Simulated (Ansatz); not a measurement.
## HBr, singlet: energies of several shapes or isomers

Computed with Ansatz's Gaussian-basis code (development build). Basis cc-pwCVTZ-PP on Br, cc-pVTZ on H, scalar-relativistic core potentials (10 electrons on Br), no spin–orbit coupling, 4 orbitals frozen in the corrections; active space CAS(8,5). Restricted Hartree–Fock, then the lowest state-specific CASSCF solution met for each case. Single-reference values can break down or jump between states where bonds are stretched. Unlike active orbitals can shift such differences by tenths of an eV, at times by over 1 eV.

Case A: bond length 1.6261 Å.

Case B: bond length 1.4140 Å.

Energy less that of case A, in eV:

| case | RHF/ROHF | CASSCF |
| --- | --- | --- |
| B | -0.495 | -0.327 |

(1) What does SC-NEVPT2 give for these differences?

## Answers

(1) B: -0.421 eV (-9.7 kcal/mol).
